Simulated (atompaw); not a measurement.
Ranking PAW (atompaw) potentials for phosphorus

All share these settings but for the change named:

phosphorus, PAW, made with atompaw 4.2.0.5 (PBE, scalar-relativistic). Core [Ne], reference 3s2 3p3. Waves: 3s (bound): rc 1.65 bohr; 3s channel at 1.8 Ry: rc 1.65 bohr; 3p (bound): rc 1.75 bohr; 3p channel at 1.4 Ry: rc 1.75 bohr. Local part: ultrasoft scheme with l = 2 at 0.5 Ry, radius 1.20 bohr. Core correction: smooth core density matched at 1.15 bohr. Augmentation charge: sinc compensation charge, radius 1.60 bohr; PAW radius 1.75 bohr; waves and projectors: custom rrkj gramschmidtortho.

Cutoff: the first of the cutoffs (Ry, on a coarse ladder) from which the occupation-weighted sum of valence levels, in a spherical-Bessel basis at the reference potential, stays within 10 and 1 mRy of its value at 400 Ry; the density cutoff is not measured.

The base gives 12 Ry.

Of 9 variants that were run, those that failed, showed a ghost or another fault, or gave nearly equal values are left out.

A variant can come out equal or close to the base.

**Question.** Rank these variants from softest to hardest (loose cutoff).
A. non-relativistic
B. wave 3p channel at 1.4 Ry: rc 1.75 bohr becomes 3p channel at 1.4 Ry: rc 1.58 bohr
C. wave 3p (bound): rc 1.75 bohr becomes 3p (bound): rc 1.18 bohr

**Answer.** A (12 Ry), B (15 Ry), C (30 Ry).
